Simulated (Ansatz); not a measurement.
Geometry optimisation, RKS r2SCAN-D4/6-31G* (Ansatz).

The input (input.yaml):

```yaml
crystal:
  periodic: [false, false, false]
  atoms:
    - { symbol: B, position_ang: [-0.029175, -0.243058, 0.108274] }
    - { symbol: O, position_ang: [-0.080918, -0.758489, 1.387204] }
    - { symbol: H, position_ang: [-0.990555, -0.746219, 1.715598] }
    - { symbol: F, position_ang: [1.157407, -0.223798, -0.486832] }
    - { symbol: H, position_ang: [-0.997735, 0.128745, -0.493244] }
    - { symbol: P, position_ang: [-0.032406, 2.732339, 1.052206] }
    - { symbol: H, position_ang: [1.027458, 3.235845, 1.860048] }
    - { symbol: H, position_ang: [0.850061, 2.349082, 0.007621] }
    - { symbol: H, position_ang: [0.020861, 1.443953, 1.653126] }
basis:
  gaussian: { orbitals: "6-31G*" }
hamiltonian:
  xc: r2scan
  dispersion: d4
relax:
  f_tol: 0.03
  max_steps: 50
```

Launched with:

```bash
$ ansatz run input.yaml --threads 2 --pin off --max-ram 3072MiB --backend cpu --events-out ev --progress --plain --runs-dir out
```

Question: Where does it end, and by what steps?

Answer: The run converged. After 11 steps the energy has fallen by 0.156 eV; H9 moved furthest, 0.51 Å.

| step | energy less start (eV) | largest force component (eV/Å) | accepted |
| --- | --- | --- | --- |
| 0 | 0.0000 | 0.884 | yes |
| 1 | -0.1130 | 0.615 | yes |
| 2 | 0.2608 | 3.562 | no |
| 3 | -0.1412 | 0.311 | yes |
| 4 | -0.1491 | 0.153 | yes |
| 5 | -0.1532 | 0.091 | yes |
| 6 | -0.1539 | 0.091 | yes |
| 7 | -0.1544 | 0.175 | yes |
| 8 | -0.1551 | 0.053 | yes |
| 9 | -0.1556 | 0.124 | yes |
| 10 | -0.1556 | 0.081 | yes |
| 11 | -0.1561 | 0.020 | yes |

```xyz
9
Properties=species:S:1:pos:R:3
B -0.075 -0.463 0.052
O -0.136 -1.018 1.286
H -1.050 -1.104 1.588
F 1.131 -0.283 -0.478
H -1.046 -0.129 -0.570
P 0.069 3.076 1.110
H 1.223 3.525 1.812
H 0.841 2.424 0.108
H -0.032 1.891 1.896
```

Time of the run: 27 s on 2 threads of Arm Neoverse V2 (shared host), peak memory 0.17 GiB.
